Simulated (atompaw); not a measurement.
What the settings do to the PAW (atompaw) potential of Al

Base potential:

Al, PAW, made with atompaw 4.2.0.5 (LDA (PW92), non-relativistic). Core [Ne], reference 3s2 3p1. Waves: 3s (bound): rc 1.65 bohr; 3s channel at 0.45 Ry: rc 1.65 bohr; 3p (bound): rc 2.85 bohr; 3p channel at 0.8 Ry: rc 2.85 bohr. Local part: bessel scheme, radius 2.20 bohr. Core correction: smooth core density matched at 1.55 bohr. Augmentation charge: besselshape compensation charge, radius 2.15 bohr; PAW radius 2.85 bohr; waves and projectors: custom polynom vanderbiltortho.

Cutoffs, loose and tight: the cutoffs (Ry, on a coarse ladder) from which the occupation-weighted sum of valence levels, in a spherical-Bessel basis at the reference potential, stays within 10 and 1 mRy of its value at 400 Ry. They see the waves, projectors and local potential, not the compensation charge or the core. A dash means not determined.

A true bound ghost makes a file unfit for plane-wave use even where its test errors are small: the radial tests pick states by their node count and pass the ghost by.

```csv
change,outcome,"cutoff, loose","cutoff, tight",bound ghosts
base,generated,15 Ry,21 Ry,none
"augmentation besselshape compensation charge, radius 2.15 bohr; PAW radius 2.85 bohr; waves and projectors: custom rrkj gramschmidtortho",generated,12 Ry,15 Ry,none
"all radii scaled by about 1.16 (s 1.92, p 3.30 bohr); local potential bessel scheme, radius 2.56 bohr; augmentation besselshape compensation charge, radius 2.50 bohr; PAW radius 3.30 bohr; waves and projectors: custom polynom vanderbiltortho; core correction smooth core density matched at 1.80 bohr",generated,10 Ry,15 Ry,none
"augmentation sinc compensation charge, radius 2.15 bohr; PAW radius 2.85 bohr; waves and projectors: custom polynom vanderbiltortho",generated,15 Ry,21 Ry,none
wave 3p channel at 0.8 Ry: rc 2.85 bohr becomes 3p channel at 0.8 Ry: rc 2.34 bohr,generated,15 Ry,21 Ry,none
wave 3p (bound): rc 2.85 bohr becomes 3p (bound): rc 1.54 bohr,generated,15 Ry,25 Ry,none
"local potential bessel scheme, radius 1.50 bohr",generated,18 Ry,21 Ry,s
core correction smooth core density matched at 1.52 bohr,generated,15 Ry,21 Ry,none
scalar-relativistic,generated,15 Ry,21 Ry,none
wave 3p channel at 0.8 Ry: rc 2.85 bohr becomes 3p channel at -0.19 Ry: rc 2.85 bohr,generated,15 Ry,21 Ry,none
functional PBEsol,generated,15 Ry,18 Ry,none
"augmentation besselshape compensation charge, radius 1.52 bohr; PAW radius 2.85 bohr; waves and projectors: custom polynom vanderbiltortho",generated,15 Ry,21 Ry,none
```
